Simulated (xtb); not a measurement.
H₉Si₄ (SMILES [SiH3][Si]([SiH3])[SiH3]), doublet, at a GFN2-xTB geometry.

Here is a job for xtb.
```
$ xtb mol.xyz --gfn 2 --uhf 1 --json

# file mol.xyz
13

Si    -0.64128357     2.18177912     0.05481492
Si     0.05797390     0.01254242    -0.35377634
Si     2.16552900    -0.55530696     0.41955194
Si    -1.56463877    -1.63481843    -0.22792767
H      0.38427030     3.15177800    -0.34325110
H     -0.96382440     2.49841278     1.45372838
H     -1.85110654     2.49956383    -0.71088721
H      3.17212496     0.41234398    -0.02949024
H      2.57737442    -1.86772841    -0.08893903
H      2.31422011    -0.63162606     1.88007456
H     -1.05320717    -2.91736138    -0.72212183
H     -2.72966171    -1.29323917    -1.05092999
H     -2.09631772    -1.91088988     1.11453659
```

Question: What is the computed total energy (GFN2-xTB (xtb 6.7.1))?

Answer: -11.4265 Eh

Question: Estimate the dipole moment that GFN2-xTB returns for this input.

Answer: 0.12 D

Question: Give the partial charges in atom order at the level GFN2-xTB.

Answer: Si1 0.35, Si2 0.14, Si3 0.35, Si4 0.35, H5 -0.13, H6 -0.13, H7 -0.13, H8 -0.13, H9 -0.13, H10 -0.13, H11 -0.13, H12 -0.13, H13 -0.13
